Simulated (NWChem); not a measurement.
Species: C$_{2}$H$_{5}$FGe; SMILES C=[CH][GeH2][F]

```xyz
9

Ge    -0.3073    -0.5663     0.0000
F      1.4323    -0.8105     0.0000
C     -0.5348     1.3620     0.0000
C      0.5246     2.1763     0.0000
H     -0.8539    -1.2552    -1.2759
H     -0.8539    -1.2552     1.2759
H     -1.5432     1.7758     0.0000
H      0.4229     3.2607     0.0000
H      1.5391     1.7852     0.0000
```
Atoms are numbered in this order, from 1.

Results from NWChem. Pople sets run with spherical d functions. Geometry: optimised at B3LYP/6-31G* (spherical d). GIAO values for the isolated, static molecule; σ is the absolute isotropic shielding, δ = σ(reference) − σ with the isolated reference molecule computed at the same levels (13C: tetramethylsilane, 19F: trichlorofluoromethane, 1H: tetramethylsilane).

For level PBE/pcSseg-1:

```yaml
"σ Ge1 (ppm)": 1262.3
"δ F2 (ppm)": -291.6
```

Problem. What are these values for level B3LYP/6-311G**?

Solution. 
* **σ Ge1 (ppm)**: 1307.3
* **δ F2 (ppm)**: -281.8
